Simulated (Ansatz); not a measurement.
Gas-phase electronic energies from Ansatz, PBE0-D4/def2-TZVP geometries. CCSD(T)/CBS adds triple-zeta CCSD(T) − MP2 to the extrapolated MP2 energy (def2 sets, frozen cores). This one scheme is used for every species. DFT in def2-TZVPP. Each species was taken in one conformer, which may not be the lowest.

Consider the ligand exchange at the Si–O bond: `B[SiH2]O` + `BO` → `BO[SiH2]B` + H₂O.

`B[SiH2]O`:

```xyz
8

B    -0.107    0.637    1.219
Si   -0.152   -0.579   -0.373
O     0.166    0.121   -1.839
H     0.352    1.743    1.204
H    -0.517    0.235    2.270
H    -1.484   -1.219   -0.532
H     0.836   -1.664   -0.064
H     0.906    0.726   -1.885
```

`BO`:

```xyz
5

B    -0.129    0.335    0.220
O    -0.263   -0.818   -0.465
H    -1.132    0.828    0.647
H     0.954    0.828    0.384
H     0.570   -1.172   -0.786
```

`BO[SiH2]B`:

Cartesian coordinates in Å:
```
B 0.778 1.830 0.864
O 0.861 0.714 0.118
Si -0.284 -0.166 -0.711
B -0.408 -2.065 -0.093
H -0.286 2.373 1.022
H 1.784 2.257 1.359
H -1.612 0.500 -0.566
H 0.104 -0.133 -2.148
H -1.172 -2.797 -0.652
H 0.235 -2.514 0.808
```

H₂O:

Z-matrix (Å, degrees):
```
O
H 1 0.960
H 1 0.960 2 105.1
```

```json
{"level": "ωB97X-V", "ΔE (eV)": "0.03"}
{"level": "MP2/CBS(def2)", "ΔE (eV)": "-0.02"}
```

Problem. What does CCSD(T)/CBS give? (Estimate.)

Solution. Ansatz gave: -0.02 eV. The listed levels differ from it by 0.05, 0.00 eV.

Largest T1 diagnostic among the species: 0.014.

The D4 term adds −0.04 eV with B3LYP and −0.02 eV with PBE0; it sums over pairs of atoms, weighted by their polarisabilities, and B3LYP, whose exchange is more repulsive, gets the larger term. From BLYP to BHLYP (50 % exact exchange), in def2-TZVPP and without D4, ΔE moves by −0.05 eV. Leaving LDA and LC-ωPBE aside and taking each functional with its dispersion term where it has one, the values, not all of them listed here, spread over 0.07 eV, from BHLYP-D4 to PBE-D4.

B3LYP here is the variant with VWN-RPA as its local correlation; programs differ in this.
